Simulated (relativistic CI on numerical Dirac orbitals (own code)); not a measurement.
Ti⁴⁺ in a cubic cluster: L2,3 absorption with charge transfer

Computed with a charge-transfer multiplet model of a cubic metal-ligand cluster with up to 2 ligand holes, Slater and spin-orbit integrals from Dirac-Coulomb-Breit ions, Slater integrals scaled by 0.7. The ground state mixes d0 with configurations of k ligand holes L, whose averages lie at kΔ + k(k − 1)U_dd/2; a core hole lowers each added d electron by U_cd. 300 K, Lorentzian 0.4 eV and Gaussian 0.3 eV FWHM.

Atomic integrals in eV (Slater integrals scaled, ζ unscaled), ground: F2dd 5.756, F4dd 3.579, zeta_d 0.013; with the core hole: F2dd 5.756, F4dd 3.579, zeta_d 0.032, zeta_core 3.741, F2cd 4.433, G1cd 3.312, G3cd 1.881. Where a configuration has fewer than two d electrons, the dd integrals are those of d2.

Cluster parameters (eV): Δ = 0.6, U_dd = 4.8, 10Dq = 1.3, 10Dq(ligand) = 0.7, V(eg) = 3, V(t2g) = -1.31, final-state hopping factor = 0.8.

Weights, n_d and S are thermal averages at 300 K. Photon energies count from the first peak over 30 % of the highest in each spectrum, which can be another peak from case to case. The parameters are a model scan and need not match a compound or its usual spin state. Peaks in eV (height, largest 100): 0.0 (48), 2.1 (93), 3.9 (26), 5.9 (60), 7.8 (100), 12.0 (8), 17.1 (7).

(1) Which parameters give this spectrum?
A. U_cd = 7.8 eV
B. U_cd = 6.6 eV
C. U_cd = 6 eV

Answers

(1) A. U_cd = 7.8 eV; the ground state then has 0.89 d electrons and S = 0.00. The choice follows from running the model for each set and comparing peak positions and heights. The space is cut while the next configuration still counts.
